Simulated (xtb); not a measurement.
C2H7O, charge +1, singlet, from a rough starting geometry; GFN2-xTB (xtb).

The xtb input:
```
$ xtb mol.xyz --gfn 2 --chrg 1 --opt vtight --json

# file mol.xyz
10

C      0.08256129     1.13425212    -0.13730164
O      0.06458280    -0.00144728     0.71626158
C      0.08228575    -1.13005672    -0.09527327
H      0.01550574     1.98889521     0.61298254
H      0.92380756     1.22353441    -0.74354260
H     -0.83793876     1.19441455    -0.72353024
H      0.07801194    -2.00105707     0.56665242
H     -0.85298140    -1.19794144    -0.72348841
H      0.96570525    -1.22175172    -0.78635340
H     -0.60939681    -0.03476293     1.46818985
```

Problem. Predict the main parts of the log of this xtb run.

Solution. 
```
   ID    Z sym.   atoms
    1    6 C      1, 3
    2    8 O      2
    3    1 H      4-10

           -------------------------------------------------
          |                Calculation Setup                |
           -------------------------------------------------

           -------------------------------------------------
          |                 G F N 2 - x T B                 |
           -------------------------------------------------

          ...................................................
          :                      SETUP                      :
          :.................................................:
          :  # basis functions                  19          :
          :  # atomic orbitals                  19          :
          :  # shells                           13          :
          :  # electrons                        20          :
          :  max. iterations                   250          :
          :  Hamiltonian                  GFN2-xTB          :
          :  restarted?                      false          :
          :  GBSA solvation                  false          :
          :  PC potential                    false          :
          :  electronic temp.          300.0000000     K    :
          :  accuracy                    1.0000000          :
          :  -> integral cutoff          0.2500000E+02      :
          :  -> integral neglect         0.1000000E-07      :
          :  -> SCF convergence          0.1000000E-05 Eh   :
          :  -> wf. convergence          0.1000000E-03 e    :
          :  Broyden damping             0.4000000          :
          :  net charge                          1          :
          :  unpaired electrons                  0          :
          ...................................................

 iter      E             dE          RMSdq      gap      omega  full diag
   1    -11.5208779 -0.115209E+02  0.420E+00   10.36       0.0  T
   2    -11.5317212 -0.108433E-01  0.278E+00   10.14       1.0  T
   3    -11.5329312 -0.121001E-02  0.361E-01    9.73       1.0  T
   4    -11.5332276 -0.296350E-03  0.124E-01    9.82       1.0  T
   5    -11.5332348 -0.722996E-05  0.269E-02    9.86       1.2  T
   6    -11.5332356 -0.782878E-06  0.887E-03    9.86       3.6  T
   7    -11.5332356 -0.567831E-07  0.272E-03    9.86      11.6  T
   8    -11.5332356 -0.556867E-08  0.660E-04    9.86      47.9  T
   9    -11.5332356 -0.179037E-09  0.879E-05    9.86     360.0  T

   *** convergence criteria satisfied after 9 iterations ***

         :::::::::::::::::::::::::::::::::::::::::::::::::::::
         ::                     SUMMARY                     ::
         :::::::::::::::::::::::::::::::::::::::::::::::::::::
         :: total energy             -11.413108353137 Eh    ::
         :: gradient norm              0.119572510455 Eh/a0 ::
         :: HOMO-LUMO gap              9.862621552726 eV    ::
         ::.................................................::
         :: SCC energy               -11.533234882211 Eh    ::
         :: -> isotropic ES            0.109901545085 Eh    ::
         :: -> anisotropic ES         -0.004520653787 Eh    ::
         :: -> anisotropic XC          0.007007184251 Eh    ::
         :: -> dispersion             -0.002468015446 Eh    ::
         :: repulsion energy           0.120126529074 Eh    ::
         :: add. restraining           0.000000000000 Eh    ::
         :: total charge               1.000000000000 e     ::
         :::::::::::::::::::::::::::::::::::::::::::::::::::::

      -----------------------------------------------------------
     |                   =====================                   |
     |                        A N C O P T                        |
     |                   =====================                   |
     |               Approximate Normal Coordinate               |
     |                Rational Function Optimizer                |
      -----------------------------------------------------------
      -----------------------------------------------------------
     |                   =====================                   |
     |                        A N C O P T                        |
     |                   =====================                   |
     |               Approximate Normal Coordinate               |
     |                Rational Function Optimizer                |
      -----------------------------------------------------------

          ...................................................
          :                      SETUP                      :
          :.................................................:
          :   optimization level         verytight          :
          :   max. optcycles                   200          :
          :   ANC micro-cycles                  20          :
          :   degrees of freedom                24          :
          :.................................................:
          :   RF solver                   davidson          :
          :   write xtbopt.log                true          :
          :   linear?                        false          :
          :   energy convergence         0.1000000E-06 Eh   :
          :   grad. convergence          0.2000000E-03 Eh/α :
          :   maxmium RF displ.          1.0000000          :
          :   Hlow (freq-cutoff)         0.1000000E-01      :
          :   Hmax (freq-cutoff)         5.0000000          :
          :   S6 in model hess.         20.0000000          :
          ...................................................

generating ANC from exact Hessian ...
Using Lindh-Hessian (1995)
 Shifting diagonal of input Hessian by    0.0000000000000000
 Lowest  eigenvalues of input Hessian
    0.000000    0.000000    0.000000    0.000000    0.000000    0.000000
    0.011591    0.015415    0.024083    0.059324    0.067045    0.073792
[...]
 * total energy  :   -11.4131084 Eh     change       -0.6826539E-11 Eh
 * total energy  :   -11.4264203 Eh     change       -0.1331195E-01 Eh
 * total energy  :   -11.4288637 Eh     change       -0.2443400E-02 Eh
 * total energy  :   -11.4290338 Eh     change       -0.1701013E-03 Eh
 * total energy  :   -11.4290919 Eh     change       -0.5806620E-04 Eh
 * total energy  :   -11.4291033 Eh     change       -0.1140479E-04 Eh
 * total energy  :   -11.4291161 Eh     change       -0.1277603E-04 Eh
 * total energy  :   -11.4291193 Eh     change       -0.3224967E-05 Eh
 * total energy  :   -11.4291197 Eh     change       -0.4274491E-06 Eh
 * total energy  :   -11.4291198 Eh     change       -0.5253771E-07 Eh
   *** GEOMETRY OPTIMIZATION CONVERGED AFTER 10 ITERATIONS ***
[...]

 iter      E             dE          RMSdq      gap      omega  full diag
   1    -11.5549748 -0.115550E+02  0.236E-05   10.26       0.0  T
   2    -11.5549748 -0.166978E-12  0.144E-05   10.26    2197.2  T
   3    -11.5549748 -0.532907E-13  0.232E-06   10.26   13612.7  T

   *** convergence criteria satisfied after 3 iterations ***

         :::::::::::::::::::::::::::::::::::::::::::::::::::::
         ::                     SUMMARY                     ::
         :::::::::::::::::::::::::::::::::::::::::::::::::::::
         :: total energy             -11.429119757188 Eh    ::
         :: gradient norm              0.000067566165 Eh/a0 ::
         :: HOMO-LUMO gap             10.255002302155 eV    ::
         ::.................................................::
         :: SCC energy               -11.554974093601 Eh    ::
         :: -> isotropic ES            0.109322011773 Eh    ::
         :: -> anisotropic ES         -0.004162143993 Eh    ::
         :: -> anisotropic XC          0.007305439680 Eh    ::
         :: -> dispersion             -0.002438666070 Eh    ::
         :: repulsion energy           0.125854336413 Eh    ::
         :: add. restraining           0.000000000000 Eh    ::
         :: total charge               1.000000000000 e     ::
         :::::::::::::::::::::::::::::::::::::::::::::::::::::

           -------------------------------------------------
          |                Property Printout                |
           -------------------------------------------------

    * Orbital Energies and Occupations

         #    Occupation            Energy/Eh            Energy/eV
      -------------------------------------------------------------
         1        2.0000           -0.9934122             -27.0321
         2        2.0000           -0.9086550             -24.7258
         3        2.0000           -0.8947661             -24.3478
         4        2.0000           -0.8400925             -22.8601
         5        2.0000           -0.7884252             -21.4541
         6        2.0000           -0.7768277             -21.1386
         7        2.0000           -0.7026932             -19.1213
         8        2.0000           -0.7013989             -19.0860
         9        2.0000           -0.6926101             -18.8469
        10        2.0000           -0.6776453             -18.4397 (HOMO)
        11                         -0.3007809              -8.1847 (LUMO)
        12                         -0.1790401              -4.8719
        13                         -0.1352139              -3.6794
        14                         -0.0693921              -1.8883
        15                         -0.0373631              -1.0167
        16                         -0.0100042              -0.2722
        17                          0.0058130               0.1582
        18                          0.0145466               0.3958
        19                          0.0227934               0.6202
      -------------------------------------------------------------
                  HL-Gap            0.3768644 Eh           10.2550 eV
             Fermi-level           -0.4892131 Eh          -13.3122 eV

     #   Z          covCN         q      C6AA      α(0)
     1   6 C        3.630    -0.038    21.679     6.704
     2   8 O        2.493    -0.084    15.572     5.330
     3   6 C        3.630    -0.038    21.679     6.704
     4   1 H        0.925     0.133     1.509     1.921
     5   1 H        0.925     0.138     1.472     1.897
     6   1 H        0.924     0.115     1.651     2.009
     7   1 H        0.925     0.133     1.509     1.921
     8   1 H        0.924     0.115     1.651     2.009
     9   1 H        0.925     0.138     1.472     1.897
    10   1 H        0.803     0.385     0.514     1.126

 Mol. C6AA /au·bohr⁶  :        456.882943
 Mol. C8AA /au·bohr⁸  :       9216.210297
 Mol. α(0) /au        :         31.519666

Wiberg/Mayer (AO) data.
largest (>0.10) Wiberg bond orders for each atom

 ---------------------------------------------------------------------------
     #   Z sym  total        # sym  WBO       # sym  WBO       # sym  WBO
 ---------------------------------------------------------------------------
     1   6 C    3.823 --     6 H    0.974     5 H    0.968     4 H    0.967
                             2 O    0.888
     2   8 O    2.630 --     1 C    0.888     3 C    0.888    10 H    0.829
     3   6 C    3.823 --     8 H    0.974     9 H    0.968     7 H    0.967
                             2 O    0.888
     4   1 H    0.982 --     1 C    0.967
     5   1 H    0.981 --     1 C    0.968
     6   1 H    0.987 --     1 C    0.974
     7   1 H    0.982 --     3 C    0.967
     8   1 H    0.987 --     3 C    0.974
     9   1 H    0.981 --     3 C    0.968
    10   1 H    0.852 --     2 O    0.829
 ---------------------------------------------------------------------------

Topologies differ in total number of bonds
Writing topology from bond orders to xtbtopo.mol

molecular dipole:
                 x           y           z       tot (Debye)
 q only:       -0.326      -0.014       0.481
   full:       -0.516      -0.017       0.625       2.059
molecular quadrupole (traceless):
                xx          xy          yy          xz          yz          zz
 q only:       -3.006      -0.039       3.675      -1.987       0.005      -0.669
  q+dip:       -1.432      -0.001       1.426      -2.598      -0.020       0.006
   full:       -2.208      -0.014       2.313      -2.630      -0.014      -0.106

optimized geometry written to: xtbopt.xyz

           -------------------------------------------------
          | TOTAL ENERGY              -11.429119757188 Eh   |
          | GRADIENT NORM               0.000067566165 Eh/α |
          | HOMO-LUMO GAP              10.255002302155 eV   |
           -------------------------------------------------

normal termination of xtb
```
